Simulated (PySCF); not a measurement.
**Two-component Hartree-Fock for Au⁴¹⁺ (gold, charge +41)**

Start: [Kr] 4d2; 4d3/2 filled at m_j = +1/2, +3/2. Calculated with PySCF 2.14 in an even-tempered Gaussian basis (16 s from 5 bohr⁻², ratio 2.8; 14 p from 6.5 bohr⁻², ratio 2.8; 9 d from 6.5 bohr⁻², ratio 2.8; 3 f from 24 bohr⁻², ratio 3): generalised Hartree-Fock with the X2C-1e Hamiltonian and a Gaussian nucleus; one run each with spin-orbit coupling (SO) switched off, then screened by Boettger's factors.

```json
{"spinor shell": "1s1/2", "electrons": "2", "ε, spin-free (eV)": "-83083.0", "ε, screened SO (eV)": "-83050.4", "weight of nominal j (screened SO)": "1.000", "rms radius, screened SO (bohr)": "0.0190"}
{"spinor shell": "2s1/2", "electrons": "2", "ε, spin-free (eV)": "-16382.8", "ε, screened SO (eV)": "-16371.6", "weight of nominal j (screened SO)": "1.000", "rms radius, screened SO (bohr)": "0.0769"}
{"spinor shell": "2p1/2", "electrons": "2", "ε, spin-free (eV)": "-14434.8", "ε, screened SO (eV)": "-15758.2", "weight of nominal j (screened SO)": "1.000", "rms radius, screened SO (bohr)": "0.0651"}
{"spinor shell": "2p3/2", "electrons": "4", "ε, spin-free (eV)": "-14434.8", "ε, screened SO (eV)": "-13912.9", "weight of nominal j (screened SO)": "1.000", "rms radius, screened SO (bohr)": "0.0730"}
{"spinor shell": "3s1/2", "electrons": "2", "ε, spin-free (eV)": "-5335.7", "ε, screened SO (eV)": "-5331.3", "weight of nominal j (screened SO)": "1.000", "rms radius, screened SO (bohr)": "0.194"}
{"spinor shell": "3p1/2", "electrons": "2", "ε, spin-free (eV)": "-4757.0", "ε, screened SO (eV)": "-5059.6", "weight of nominal j (screened SO)": "1.000", "rms radius, screened SO (bohr)": "0.185"}
{"spinor shell": "3p3/2", "electrons": "4", "ε, spin-free (eV)": "-4757.0", "ε, screened SO (eV)": "-4633.7", "weight of nominal j (screened SO)": "1.000", "rms radius, screened SO (bohr)": "0.201"}
{"spinor shell": "3d3/2", "electrons": "4", "ε, spin-free (eV)": "-4142.8", "ε, screened SO (eV)": "-4197.2", "weight of nominal j (screened SO)": "1.000", "rms radius, screened SO (bohr)": "0.175"}
{"spinor shell": "3d5/2", "electrons": "6", "ε, spin-free (eV)": "-4142.8", "ε, screened SO (eV)": "-4102.2", "weight of nominal j (screened SO)": "1.000", "rms radius, screened SO (bohr)": "0.180"}
{"spinor shell": "4s1/2", "electrons": "2", "ε, spin-free (eV)": "-2394.6", "ε, screened SO (eV)": "-2392.8", "weight of nominal j (screened SO)": "1.000", "rms radius, screened SO (bohr)": "0.407"}
{"spinor shell": "4p1/2", "electrons": "2", "ε, spin-free (eV)": "-2176.7", "ε, screened SO (eV)": "-2277.5", "weight of nominal j (screened SO)": "1.000", "rms radius, screened SO (bohr)": "0.404"}
{"spinor shell": "4p3/2", "electrons": "4", "ε, spin-free (eV)": "-2176.7", "ε, screened SO (eV)": "-2134.7", "weight of nominal j (screened SO)": "1.000", "rms radius, screened SO (bohr)": "0.431"}
{"spinor shell": "4d3/2", "electrons": "2", "ε, spin-free (eV)": "-1955.2", "ε, screened SO (eV)": "-1969.6", "weight of nominal j (screened SO)": "0.998", "rms radius, screened SO (bohr)": "0.412"}
```

| quantity | spin-free | screened SO |
| --- | --- | --- |
| E (hartree) | -17926.56358 | -17957.42475 |
| M_J | 2 | 2 |
| ⟨J²⟩ | 8.001 | 6.013 |
| ⟨L²⟩ | 12.001 | 10.212 |
| ⟨S²⟩ | 2.000 | 1.596 |

Each row is a mean over spinors that exchange with the open shell spreads, by up to 18.421 eV (4p1/2).

Breit and QED terms are absent; they matter most for the inner s and p1/2 levels.

Densities and radii are taken from the X2C orbitals without a picture-change correction, which distorts them close to the nucleus.

Without spin-orbit coupling the j labels of p, d and f shells carry no meaning; the spin-free column gives the mean over the occupied spinors of each nl shell, and its ⟨J²⟩ belongs to a mixture of degenerate components.
